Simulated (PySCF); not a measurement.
Some computed properties have been withheld. Give your best values.

Compound: C₆H₁₆AlN.
SMILES: `C[N+]1([Al@@H-]([CH2]CC1)[CH3])C`

| property | level | value |
| --- | --- | --- |
| point group | PBE0-D3(BJ)/def2-SVP | C1 |
| rotational constants A, B, C | PBE0-D3(BJ)/def2-SVP | 1.849, 1.643, 1.168 GHz |
| dipole moment | CAM-B3LYP/def2-SVPD | ? |
| HOMO energy | CAM-B3LYP/def2-SVPD | -7.98 eV |
| LUMO energy | CAM-B3LYP/def2-SVPD | 0.90 eV |
| lowest singlet excitation | TDDFT CAM-B3LYP/def2-SVPD | ? |
| strongest line among the 10 lowest singlet transitions | TDDFT CAM-B3LYP/def2-SVPD | S7 at 7.44 eV (167 nm, f = 0.081) |
| lowest triplet excitation (Tamm–Dancoff) | TDA CAM-B3LYP/def2-SVPD | 6.24 eV |
| static isotropic polarisability | CAM-B3LYP/def2-SVPD | ? |
| vertical ionisation energy | ΔSCF CAM-B3LYP/def2-SVPD | 8.63 eV |
| electronic spatial extent ⟨r²⟩ about the centre of nuclear charge | CAM-B3LYP/def2-SVPD | 1259 bohr² |
| 13C chemical shifts (computed TMS as zero) by class | GIAO B97-2/pcSseg-1 | 63.9 (1 C), 48.2 (1 C), 42.4 (1 C), 26.1 (1 C), 2.7 (1 C), -11.8 (1 C) ppm |
| 1H chemical shifts (computed TMS as zero) by class | GIAO B97-2/pcSseg-1 | ? |
| isotropic shieldings of nuclei other than C and H, by class | GIAO B97-2/pcSseg-1 | ? |
| core binding energies | ΔSCF SCAN, pcX-2 on the ionised atom, pcseg-1 elsewhere, spin-free X2C | ? |

Gas-phase values; electronic properties from PySCF, density fitting. Isolated species at its PBE0-D3(BJ)/def2-SVP geometry (one conformer only). NMR classes are plain means over equivalent atoms (diastereotopic ones count apart unless rotation or inversion swaps them), as if these changed places fast; in this geometry the members of some classes differ.

Problem. Give the lowest singlet excitation.

Solution. 6.41 eV (193 nm, f = 0.019).

Problem. The dipole moment?

Solution. 4.28 D.

Problem. Give the 1H chemical shifts (computed TMS as zero) by class.

Solution. 3.92 (1 H), 2.45 (1 H), 2.40 (3 H), 2.11 (3 H), 2.03 (1 H), 1.89 (1 H), 1.56 (1 H), 0.15 (1 H), 0.01 (1 H), -0.76 (3 H) ppm.

Problem. Give the static isotropic polarisability.

Solution. 106.5 au.

Problem. Give the core binding energies.

Solution. C1s 288.8, C1s 288.8, C1s 290.5, C1s 291.6, C1s 291.9, C1s 292.0, N1s 406.1, Al1s 1564.7 eV.

Problem. The isotropic shieldings of nuclei other than C and H, by class?

Solution. 214 (1 N), 391 (1 Al) ppm.

The dipole equals about 14.3 × 10⁻³⁰ C·m (1 D = 3.33564 × 10⁻³⁰ C·m). No computed singlet falls in the visible range (750 to 380 nm, 1.65 to 3.26 eV); S1 lies 3.15 eV above its blue end. The rotational constants make it an asymmetric top with κ = (2B − A − C)/(A − C) = 0.40, nearer the oblate limit (+1).
